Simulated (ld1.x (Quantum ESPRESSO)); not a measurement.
# What one change does to a pseudopotential (carbon (C), TM)

| Item | Value |
| --- | --- |
| Element | C (Z = 6) |
| Generator | ld1.x (Quantum ESPRESSO) 7.5 |
| Type | norm-conserving Troullier–Martins (Kleinman–Bylander form) |
| Functional | PBE |
| Relativity | scalar-relativistic |
| Frozen core | [He] |
| Valence charge | 4 |
| Reference configuration | 2s2 2p1 (charge +1) |
| Partial waves | 2s (bound): rc 0.80 bohr; 3d channel at 0.3 Ry: rc 1.60 bohr; 2p (bound): rc 1.65 bohr |
| Local potential | the p channel |
| Core correction | none |

Change: core correction a·sin(br)/r model core inside 0.46 bohr.

Cutoffs: the cutoffs (Ry, on a coarse ladder) from which the occupation-weighted sum of valence levels, in a spherical-Bessel basis at the reference potential, stays within 10 and 1 mRy of its value at 400 Ry; they do not see the model core or the augmentation charge, which bear on the density cutoff. Errors are all-electron minus pseudo energies relative to the spin-unpolarised reference configuration.

**Question.** What does the change do?

**Answer.** The potential gets neither clearly harder nor softer (100 Ry and 230 Ry → 100 Ry and 230 Ry); of the 7 tests that both files solve, the error grows in 0 and shrinks in 7 by more than 15 % and 0.3 meV (median size 75.0 → 33.7 meV); neither file shows a bound ghost. Exchange and correlation are not linear in the density, so unscreening with the valence charge alone errs where core and valence overlap; a model core restores that term. A model core, the more so a compact one, raises the density cutoff, which this test does not measure.

| quantity | base | changed |
| --- | --- | --- |
| cutoff, loose | 100 Ry | 100 Ry |
| cutoff, tight | 230 Ry | 230 Ry |
| bound ghosts | none | none |
| error for 2s2 2p2, meV [ΔE -10.86 eV] | +13 | +6.8 |
| error for 2s2 2p0, meV [ΔE 24.16 eV] | +95 | +62 |
| error for 2s1 2p0, meV [ΔE 72.35 eV] | +273 | +176 |
| error for 2s1 2p2, meV [ΔE 8.75 eV] | +33 | +12 |
| error for 2s2 2p2.3, meV [ΔE -12.02 eV] | +15 | +6.6 |
| error for 2s1 2p3, meV [ΔE -2.38 eV] | +75 | +34 |
| error for 2s0 2p4, meV [ΔE 6.11 eV] | +163 | +75 |
| s: phases at 1.80 bohr within 0.05 rad from the reference energy up to (Ry; the scan ends near 5) | 4.5 | 4.5 |
| p: phases at 1.80 bohr within 0.05 rad from the reference energy up to (Ry; the scan ends near 5) | 2.3 | 2.3 |
| d: phases at 1.80 bohr within 0.05 rad from the reference energy up to (Ry; the scan ends near 5) | to the end of the scan | to the end of the scan |
